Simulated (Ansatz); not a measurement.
Isolated molecules relaxed with PBE0-D4/def2-TZVP in Ansatz; ΔE leaves out vibrations. CBS: MP2 limit from def2 TZ/QZ plus the TZ coupled-cluster correction, frozen cores. DFT in def2-TZVPP. def2 core potentials past Kr. For In, Sn outer-core shells are correlated without core-valence functions, which leaves a few kJ/mol of doubt a bond. Each species was taken in one conformer, which may not be the lowest.

Reaction (redistribution): `[OH][SnH2][O][SiH3]` + `[OH][In]([OH])[SH]` → `[OH][SnH2][SH]` + `[OH][In]([OH])[O][SiH3]`

| level | ΔE (eV) |
| --- | --- |
| CAM-B3LYP-D4 | 0.36 |
| SCS-MP2/def2-TZVPP | 0.34 |

Q: What does CCSD(T)/CBS give? (Estimate.)

A: The calculation gave: +0.32 eV. The listed levels differ from it by 0.04, 0.02 eV.

Largest T1 diagnostic among the species: 0.016.

In def2-TZVPP, CCSD(T) changes the Hartree–Fock value by −0.05 eV (the triples alone add −0.01 eV) and MP2 by −0.05 eV. From BLYP to BHLYP (50 % exact exchange), in def2-TZVPP and without D4, ΔE moves by +0.04 eV. Leaving LDA and LC-ωPBE aside and taking each functional with its dispersion term where it has one, the values, not all of them listed here, spread over 0.07 eV, from revPBE-D4 to BHLYP-D4.
